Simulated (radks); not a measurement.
Values are calculated unless marked as measured or tabulated.
Pb V, 78 electrons, occupied as [Xe] 4f14 5d10. Level of theory: scalar-relativistic Kohn-Sham, OLYP, spin-polarised, spherical densities, finite nucleus; Fermi nuclear charge, rms radius 5.5012 fm (a radial shooting solver on a logarithmic mesh with Libxc functionals).

Normalised radial functions P(r) = r R(r), r in bohr:

r,4f,5p
0.0008246,0.0000,0.0021
0.0009523,0.0000,0.0027
0.001109,0.0000,0.0035
0.00128,0.0000,0.0044
0.001479,0.0000,0.0056
0.001721,0.0000,0.0071
0.001988,0.0000,0.0090
0.002296,0.0000,0.0114
0.002673,0.0000,0.0146
0.003087,0.0000,0.0184
0.003594,0.0000,0.0235
0.00415,0.0000,0.0295
0.004793,0.0000,0.0370
0.00558,0.0000,0.0468
0.006444,0.0000,0.0583
0.007442,0.0001,0.0722
0.008664,0.0001,0.0900
0.01001,0.0002,0.1100
0.01165,0.0003,0.1346
0.01345,0.0005,0.1614
0.01554,0.0009,0.1909
0.01809,0.0015,0.2242
0.02089,0.0025,0.2559
0.02432,0.0042,0.2868
0.02808,0.0069,0.3098
0.03243,0.0112,0.3219
0.03776,0.0185,0.3166
0.0436,0.0294,0.2882
0.05036,0.0459,0.2318
0.05862,0.0723,0.1391
0.0677,0.1091,0.0217
0.07882,0.1650,-0.1238
0.09102,0.2385,-0.2642
0.1051,0.3364,-0.3818
0.1224,0.4693,-0.4486
0.1413,0.6235,-0.4286
0.1632,0.8013,-0.3115
0.19,1.0035,-0.0894
0.2195,1.1925,0.1779
0.2555,1.3662,0.4515
0.295,1.4829,0.6251
0.3407,1.5334,0.6500
0.3967,1.5039,0.4825
0.4581,1.3989,0.1599
0.5333,1.2209,-0.2801
0.6159,1.0113,-0.6944
0.7113,0.7882,-1.0155
0.8281,0.5643,-1.1877
0.9564,0.3821,-1.1780
1.104,0.2393,-1.0314
1.286,0.1331,-0.7923
1.485,0.0692,-0.5502
1.729,0.0308,-0.3298
1.996,0.0126,-0.1787
2.306,0.0045,-0.0848
2.684,0.0013,-0.0331
3.1,0.0003,-0.0114
3.58,0.0001,-0.0032
4.168,0.0000,-0.0007
4.813,0.0000,-0.0001
5.603,0.0000,0.0000
6.471,0.0000,0.0000

4f: eigenvalue -175.56 eV, 0 radial nodes, <r> = 0.453 bohr, 90 % of the charge inside 0.719 bohr. 5p: eigenvalue -127.48 eV, 3 radial nodes at r = 0.0693, 0.200, 0.485 bohr, <r> = 0.973 bohr, 90 % of the charge inside 1.40 bohr.
